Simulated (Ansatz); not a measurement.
Cartesian coordinates (Å):
SMILES: B12BC1B2
```xyz
7

B     -1.3165    -0.3162     0.1455
B     -0.0035    -1.0596     0.5038
B      1.3144    -0.3195     0.1566
C      0.0013     0.3982    -0.1892
H     -2.4542    -0.0384     0.0091
H      2.4539    -0.0444     0.0299
H      0.0046     1.3799    -0.6557
```
Charge 0, spin multiplicity 1.

Computed with Ansatz (an electronic-structure program) with frozen-core CCSD(T)/cc-pVTZ // PBE0-D3(BJ)/def2-TZVP.

The HF energy is -113.60013 Ha. The MP2 correlation energy is -0.44397 Ha.

Q: Estimate the CCSD correlation energy, the (T) correction, the total energy and the T1 diagnostic.

A: 
The CCSD correlation energy is -0.46977 Ha and the (T) correction is -0.02585 Ha. The CCSD(T) total energy is -114.09575 Ha and the T1 diagnostic is 0.012.
